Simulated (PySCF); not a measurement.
# Stretching SeN

Set-up: basis Se 6-31G(d,p), N 6-31G(d,p); no relativity; PySCF 2.14. Energies in eV from Se + N in their ground configurations at the same level. State: ²Π (doublet), unpaired electrons π ↑.

All columns are B2PLYP. A positive dipole means Se(−)N(+).

```json
{"R (Å)": "1.425", "E (eV)": "-1.559", "μ (D)": "-2.22", "Mulliken charge on Se (basis-dependent)": "0.25", "HOMO (eV)": "-6.46", "LUMO (eV)": "-1.26", "Mayer bond order": "2.50", "⟨S²⟩": "0.76"}
{"R (Å)": "1.491", "E (eV)": "-2.602", "μ (D)": "-2.16", "Mulliken charge on Se (basis-dependent)": "0.24", "HOMO (eV)": "-6.79", "LUMO (eV)": "-1.60", "Mayer bond order": "2.44", "⟨S²⟩": "0.77"}
{"R (Å)": "1.558", "E (eV)": "-3.169", "μ (D)": "-2.05", "Mulliken charge on Se (basis-dependent)": "0.23", "HOMO (eV)": "-7.10", "LUMO (eV)": "-1.98", "Mayer bond order": "2.37", "⟨S²⟩": "0.79"}
{"R (Å)": "1.607", "E (eV)": "-3.325", "μ (D)": "-1.95", "Mulliken charge on Se (basis-dependent)": "0.22", "HOMO (eV)": "-7.29", "LUMO (eV)": "-2.29", "Mayer bond order": "2.25", "⟨S²⟩": "0.86"}
{"R (Å)": "1.657", "E (eV)": "-3.306", "μ (D)": "-1.84", "Mulliken charge on Se (basis-dependent)": "0.22", "HOMO (eV)": "-7.44", "LUMO (eV)": "-2.53", "Mayer bond order": "2.09", "⟨S²⟩": "0.98"}
{"R (Å)": "1.707", "E (eV)": "-3.195", "μ (D)": "-1.72", "Mulliken charge on Se (basis-dependent)": "0.21", "HOMO (eV)": "-7.56", "LUMO (eV)": "-2.69", "Mayer bond order": "1.93", "⟨S²⟩": "1.10"}
{"R (Å)": "1.773", "E (eV)": "-2.980", "μ (D)": "-1.58", "Mulliken charge on Se (basis-dependent)": "0.21", "HOMO (eV)": "-7.69", "LUMO (eV)": "-2.84", "Mayer bond order": "1.72", "⟨S²⟩": "1.25"}
{"R (Å)": "1.856", "E (eV)": "-2.663", "μ (D)": "-1.40", "Mulliken charge on Se (basis-dependent)": "0.20", "HOMO (eV)": "-7.81", "LUMO (eV)": "-2.95", "Mayer bond order": "1.51", "⟨S²⟩": "1.40"}
{"R (Å)": "1.955", "E (eV)": "-2.259", "μ (D)": "-1.20", "Mulliken charge on Se (basis-dependent)": "0.18", "HOMO (eV)": "-7.91", "LUMO (eV)": "-3.02", "Mayer bond order": "1.32", "⟨S²⟩": "1.53"}
{"R (Å)": "2.088", "E (eV)": "-1.721", "μ (D)": "-0.92", "Mulliken charge on Se (basis-dependent)": "0.14", "HOMO (eV)": "-7.94", "LUMO (eV)": "-3.02", "Mayer bond order": "1.09", "⟨S²⟩": "1.71"}
```

Correlated steps freeze 10 core orbitals. ⟨S²⟩ of the unrestricted solution departs from its pure value on part of the curve, where spin states mix. Spin–orbit coupling is left out. B2PLYP dipoles, levels and charges come from its SCF part alone. The state was picked by a PBE0 search and need not be the measured ground state.
